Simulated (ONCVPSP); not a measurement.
# Scattering properties, ONCV potential for Nb (Z = 41)

niobium (Nb), optimised norm-conserving Vanderbilt (ONCV), made with ONCVPSP 4.0.1 (PBE, scalar-relativistic). Core [Ar] 3d10 4s2, reference 4p6 4d4 5s1. Waves: 5s: rc 2.50 bohr, ncon 4, nbas 7, qcut 2.4 1/bohr, 1 projector; 4p: rc 1.50 bohr, ncon 5, nbas 9, qcut 7.3 1/bohr, 1 projector; 4d: rc 2.30 bohr, ncon 4, nbas 9, qcut 8.1 1/bohr, 2 projectors, debl 1.3 Ha. Local part: polynomial inside 1.10 bohr (lpopt 4, dvloc0 -1 Ha). Core correction: polynomial model core, fcfact 0.55.

The phase is arctan(r·R′/R) of the radial function R(r), unwrapped; energies in Ha, scanned from -3 to 5 Ha. A pole is an energy at which the radial function vanishes at the test radius. The pseudo phase is shifted by a multiple of π to meet the all-electron one at the reference energy, and phase errors are pseudo minus all-electron; the curves can meet again beyond the range given. Levels narrower than the energy grid can be missing from the lists of poles.

**Question.** For each channel, where are the poles, and over which energies does the pseudopotential scatter like the atom?

**Answer.**

| channel | radius (bohr) | reference energy (Ha) | poles, all-electron | poles, pseudo | unbroken range about the reference energy with phases within 0.05 rad | phase error 1 Ha above the reference energy (rad) |
| --- | --- | --- | --- | --- | --- | --- |
| s | 2.54 | -0.15 | -2.11, 1.68 | 0.66, 2.55 | -1.6 to 0.2 | -0.927 |
| p | 1.53 | -1.27 | 0.42 | 0.36 | below 2.0 | -0.003 |
| d | 2.33 | -0.11 | 0.39, 4.35 | 0.39, 4.36 | the whole range | +0.000 |

Note: ghosts flagged at negative energy: s at -154.1 eV; no localised positive-energy state flagged. A true bound ghost makes a file unfit for plane-wave use.

Phases in the d channel:

| E (Ha) | all-electron | pseudo |
| --- | --- | --- |
| -2.98 | 1.352 | 1.352 |
| -2.54 | 1.328 | 1.328 |
| -2.10 | 1.294 | 1.294 |
| -1.66 | 1.241 | 1.241 |
| -1.22 | 1.144 | 1.144 |
| -0.78 | 0.891 | 0.891 |
| -0.34 | -0.325 | -0.325 |
| 0.10 | -1.379 | -1.379 |
| 0.54 | -1.639 | -1.639 |
| 0.98 | -1.825 | -1.825 |
| 1.42 | -2.157 | -2.157 |
| 1.86 | -3.307 | -3.306 |
| 2.30 | -4.224 | -4.224 |
| 2.74 | -4.470 | -4.470 |
| 3.18 | -4.577 | -4.576 |
| 3.62 | -4.640 | -4.640 |
| 4.06 | -4.686 | -4.686 |
| 4.50 | -4.726 | -4.725 |
| 4.94 | -4.765 | -4.763 |
